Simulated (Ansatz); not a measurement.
Total energies of C$_{2}$H$_{6}$Cl$_{2}$Se$_{2}$Zr, SMILES `C[Se][Zr]([Cl])([Cl])[Se]C`.

| atom | x (Å) | y (Å) | z (Å) |
| --- | --- | --- | --- |
| C1 | 1.1723 | -2.3190 | -0.9847 |
| Se2 | -0.6933 | -2.2246 | -1.6214 |
| Zr3 | -1.0011 | -0.3519 | 0.0311 |
| Cl4 | -0.2026 | -0.9281 | 2.1647 |
| Cl5 | -3.2496 | 0.2615 | 0.1027 |
| Se6 | 0.3686 | 1.5742 | -0.8632 |
| C7 | -0.1655 | 2.6029 | 0.7325 |
| H8 | 1.8135 | -2.2695 | -1.8616 |
| H9 | 1.3050 | -3.2569 | -0.4519 |
| H10 | 1.4410 | -1.4900 | -0.3224 |
| H11 | -0.6279 | 3.5261 | 0.3910 |
| H12 | -0.8857 | 2.0704 | 1.3609 |
| H13 | 0.7252 | 2.8051 | 1.3223 |

The species carries charge 0 and has multiplicity 1. Correlated methods include outer-core shells of Se, Zr, which these sets cover unevenly. Scalar relativity is left out up to krypton. Zr takes the def2 core potential. The geometry is a stationary point of PBE0-D4/def2-TZVP. It is one conformer, not always the lowest. Basis def2-TZVPP, Ansatz 0.2.0.

RPA on PBE orbitals: Hartree–Fock energy of these orbitals -5844.65166 Eh, correlation -2.56536 Eh (frozen core).

```
functional  energy without D4 (Eh)  D4 term (kJ/mol)
       PBE             -5849.51396             -50.0
   ωB97X-V             -5850.07286                 –
```

Problem. Give the same for LDA (SPW92), revPBE, BLYP, r2SCAN, B97M-V, PBE0, B3LYP, r2SCANh, r2SCAN0, HSE06 (plane-wave form), BHLYP, CAM-B3LYP, LC-ωPBE, ωB97M-V, B2PLYP, PBE-QIDH. (Best estimate.)

Solution. Computed: 
| functional | energy without D4 (Eh) | D4 term (kJ/mol) |
| --- | --- | --- |
| LDA (SPW92) | -5840.03616 | – |
| revPBE | -5850.15410 | -112.5 |
| BLYP | -5850.69349 | -102.2 |
| r2SCAN | -5850.61008 | -12.5 |
| B97M-V | -5849.61517 | – |
| PBE0 | -5849.72774 | -44.2 |
| B3LYP | -5850.82614 | -81.3 |
| r2SCANh | -5850.58053 | -13.9 |
| r2SCAN0 | -5850.53886 | -15.6 |
| HSE06 (plane-wave form) | -5849.71273 | -42.4 |
| BHLYP | -5850.53067 | -76.6 |
| CAM-B3LYP | -5850.88415 | -47.0 |
| LC-ωPBE | -5849.74925 | – |
| ωB97M-V | -5850.26045 | – |
| B2PLYP | -5849.53497 | – |
| PBE-QIDH | -5848.86676 | – |

B3LYP takes the VWN-RPA correlation (the form of Gaussian; ORCA's B3LYP/G). HSE06 is the plane-wave form, built on full-range PBE exchange. The double hybrids freeze the cores in their second-order part.

LC-ωPBE has ω = 0.4 bohr⁻¹.
